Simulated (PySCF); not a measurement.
## Ge: excitation energy

Ge [Ar] 3d10 4s2 4p2 (3P) → Ge [Ar] 3d10 4s1 4p2 4d1 (high-spin determinant), as a difference of total energies. Calculation: PySCF 2.14, in aug-cc-pVTZ-DK (7s6p4d2f, 59 functions); scalar relativity by spin-free X2C-1e. Correlated levels: valence: [Ar] 3d10 frozen. The calculations carry no spin-orbit coupling.

```
           method  excitation energy (cm⁻¹)
              UHF                     90107
              LDA                    106330
             PBE0                    102100
           r2SCAN                    101990
          wB97X-V                    105890
           M06-2X                    103540
             MN15                    106970
          r2SCAN0                    101260
SCS-MP2 (valence)                    100540
```

Question: Estimate what PBE gives.

Answer: 103620 cm⁻¹, closest to M06-2X among the rows shown.

Question: Estimate what MP2 (valence) gives.

Answer: 97737 cm⁻¹, closest to SCS-MP2 (valence) among the rows shown.

A first-order spin-orbit estimate (lowest level to lowest level, LS coupling) adds 0.008 eV.

The upper state lies above the first ionisation limit, but in LS coupling its spin forbids autoionisation to the ground ion.

The promoted electron is Rydberg-like, and one or two diffuse shells describe it only roughly, which tends to raise the upper state.

In the upper state the promoted electron has a positive orbital energy at MN15, so the basis confines it.

The determinant of the upper state mixes LS terms, which raises its energy above the lowest term, most at the Hartree-Fock and MP2 levels.
